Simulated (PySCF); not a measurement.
Molecule: `C(C(F)(F)F)[c+]1cc1`, [C₅H₄F₃]+.

Bonds (- single, = double, # triple, : aromatic): F1-C2, C2-F3, C2-F4, C2-C5, C5-C6, C6-C7, C7=C8, C8-C6. C5 carries H9, H10; C7 carries H11; C8 carries H12. Formal charges: C6 +1.

Total charge +1.

Frames of a GFN2-xTB Langevin trajectory at 300 K; GIAO PBE0/pcSseg-1 shieldings in PySCF 2.14, gas phase, non-relativistic; equivalent atoms averaged within each frame.

Scale: $^{19}$F (σref 170.95) vs CFCl3; $^{13}$C (σref 186.93) and $^{1}$H (σref 31.72) against TMS (reference shieldings calculated alike). The references are static minima.

Question: How do the shifts (ppm) fluctuate along the trajectory?

Answer: 
```tsv
time (fs)	F1/F3/F4	C6	C7/C8	C2	C5	H11/H12	H9/H10
250	-60.4	208.5	180.3	136.1	49.8	10.66	5.65
425	-58.3	195.9	184.6	135.8	42.9	11.01	4.96
625	-62.1	195.3	186.5	132.8	49.2	10.81	4.68
800	-61.3	211.9	182.1	131.1	42.8	11.25	5.62
1000	-59.2	204.1	182.2	135.8	43.5	10.79	4.81
mean of frames	-60.3	203.1	183.1	134.3	45.6	10.90	5.14
standard deviation	1.5	7.4	2.4	2.3	3.6	0.23	0.46
```

5 frames give an uncertainty of the mean of about the standard deviation over 2.2 at best, since frames this close in time may not be independent; classical motion lacks zero-point vibration, and the reference would need the same averaging.
